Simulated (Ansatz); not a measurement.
Reactions of CH5AlO2Si, SMILES `O=[C]([AlH2])O[SiH3]`.

Isolated molecules relaxed with PBE0-D4/def2-TZVP in Ansatz; ΔE leaves out vibrations. CCSD(T)/CBS is the MP2 limit (def2-TZVPP, def2-QZVPP) plus CCSD(T) − MP2 in def2-TZVPP, frozen cores. def2 core potentials past Kr. For Sn outer-core shells are correlated without core-valence functions, which leaves a few kJ/mol of doubt a bond. One conformer a species, not always the lowest.

(1) Order these by ΔE at CCSD(T)/CBS, lowest first. (An estimate is asked.)
A. `O=[C]([AlH2])O[SiH3]` + `FB[SiH3]` → `F[B]([AlH2])[SiH3]` + `O=CO[SiH3]`
B. `O=[C]([AlH2])O[SiH3]` + `N[SiH2]F` → `F[SiH2][NH][AlH2]` + `O=CO[SiH3]`
C. `O=[C]([AlH2])O[SiH3]` + `[CH3][SnH2][CH3]` → `[CH3][SnH2][CH2][AlH2]` + `O=CO[SiH3]`
D. `O=[C]([AlH2])O[SiH3]` + silanol → `[AlH2][O][SiH3]` + `O=CO[SiH3]`

Largest T1 diagnostic: 0.016, for `O=[C]([AlH2])O[SiH3]`.

## Answers

(1) D (-171.4 kJ/mol), B (-113.2 kJ/mol), C (-23.8 kJ/mol), A (+34.2 kJ/mol).
